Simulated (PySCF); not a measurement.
**Ionisation energy of Tm(67+) by level of theory**

Tm(67+) 1s2 → Tm(68+) 1s1 [1s1/2^1, M_J = 1/2], as a difference of total energies. All numbers are calculated (PySCF 2.14, the two-component X2C-1e Hamiltonian, in an even-tempered Gaussian basis (15 s from 210 bohr⁻², ratio 2.4; 11 p from 270 bohr⁻², ratio 2.4; 3 d from 850 bohr⁻², ratio 2.6; 3 f from 1300 bohr⁻², ratio 2.6)). Correlated levels: nothing frozen; the 30 highest virtual spinors dropped. "Screened" scales the spin-orbit matrix elements by Boettger's factors to mimic the two-electron term; Breit and QED terms are absent.

| method | ionisation energy (eV) |
| --- | --- |
| GHF (screened spin-orbit) | 68122.0 |
| GMP2 (screened spin-orbit) | 68123.9 |

For this ion Breit and QED terms and the two-electron picture change, all absent here, outweigh the correlation shift from GHF to GMP2.

For comparison: 67965.25 ± 0.12 eV (theoretical estimate listed by NIST; NIST Atomic Spectra Database, ionization energies).
